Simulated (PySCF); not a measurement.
hexa-1,5-diene (C6H10), SMILES C=CCCC=C.

Geometry: B3LYP-D3(BJ)/def2-SVP. Other conformers were not sampled.

Two levels are set side by side: PBE/def2-TZVP (PySCF) and ωB97X/def2-TZVP (PySCF). Same geometry, gas phase. Differences are taken from unrounded values.

```csv
quantity,ωB97X,PBE,PBE minus ωB97X
orbital gap (eV),12.04,5.38,-6.66
highest occupied level (eV),-9.67,-6.18,3.49
lowest empty level (eV),2.37,-0.80,-3.17
dipole moment (D),0.55,0.57,0.02
mean polarisability (bohr³),72.6,74.8,2.3
```

PBE's occupied levels lie high since its potential decays too fast outside the molecule; exact exchange lowers them and widens the gap. Loosely held outer electrons make PBE densities more polarisable. Differences between two approximate levels are no errors against the true value.

Rough cost on one machine, each run with all the roots and properties that it gave: ωB97X against PBE within a factor of 2.
